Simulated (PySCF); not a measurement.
C4H12NSSi (doublet state).
Structure used (GFN2-xTB), in Å, numbered top down from 1:
```
atom  x, y, z in Å
C1    -1.264    0.847   -1.840
C2    -1.639   -0.048   -0.723
C3    -0.849   -0.209    0.436
C4    -1.504   -0.827    1.647
S5     0.630   -1.534   -0.069
Si6    2.349   -0.478    0.607
N7     2.430    0.976   -0.315
H8    -0.426    1.484   -1.566
H9    -0.990    0.266   -2.724
H10   -2.111    1.474   -2.126
H11   -2.454   -0.736   -0.893
H12   -0.229    0.652    0.673
H13   -1.991   -1.761    1.378
H14   -0.767   -1.031    2.420
H15   -2.250   -0.142    2.047
H16    3.443   -1.434    0.476
H17    2.155   -0.041    1.987
H18    2.294    0.916   -1.313
H19    3.163    1.636   -0.110
```

The hyperfine couplings belong to this conformer and change with its torsions.

The species is `C[CH][C@@H](C)S[SiH2]N` [radical].

Theory: PySCF, UKS B3LYP, pcH-1 on C H N S Si, non-relativistic, mean-field spin-orbit, GIAO. The structure is a single GFN2-xTB conformer in the gas phase; no vibrational or solvent corrections. Couplings are sensitive to structure, and on GFN2-xTB geometries they can be far from those on DFT ones. No stability test was run, so a lower SCF solution isn't excluded.

(1) Match the computed a_iso(13C) values +77.6, -26.3, +9.3, -7.5 MHz with the sites C1; C2; C3; C4.

## Answers

(1) 
| site | a_iso (MHz) | ρ(0) (bohr⁻³) | position | distance from C2 (Å) | spin population | largest \|T\| (MHz) |
| --- | --- | --- | --- | --- | --- | --- |
| C1 | -26.3 | -0.0234 | 1 bond from C2 | 1.48 | -0.07 | 2.3 |
| C2 | +77.6 | +0.0691 | largest spin population | 0.00 | +0.87 | 139.7 |
| C3 | -7.5 | -0.0067 | 1 bond from C2 | 1.41 | -0.11 | 10.4 |
| C4 | +9.3 | +0.0083 | 2 bonds from C2 | 2.50 | +0.01 | 2.3 |

ρ(0) is the spin density at the nucleus and T the dipolar tensor; a_iso includes a spin–orbit part; entries for several nuclei are means. The Mulliken spin populations are largest on C2 (+0.87), S5 (+0.24), C3 (-0.11) and C1 (-0.07). The positive populations add up to 1.22 and the negative ones to -0.22, together 2S = 1. The angles at C2 add up to 359.0°, so it is planar; its axial dipolar tensor and the negative coupling of its proton fit spin in a p orbital normal to that plane.

Examples of negative spin density at the nucleus (bohr⁻³): C1 (-0.0234), H11 (-0.0113) and C3 (-0.0067).

Class means assume fast exchange of nuclei equivalent by connectivity; if that motion is slow, each nucleus keeps its own coupling. The three 1H nuclei of mean +61.1 MHz run from 3.0 to 101.8 MHz in the frozen geometry. The three 1H nuclei of mean -1.6 MHz run from -4.5 to 2.3 MHz in the frozen geometry.
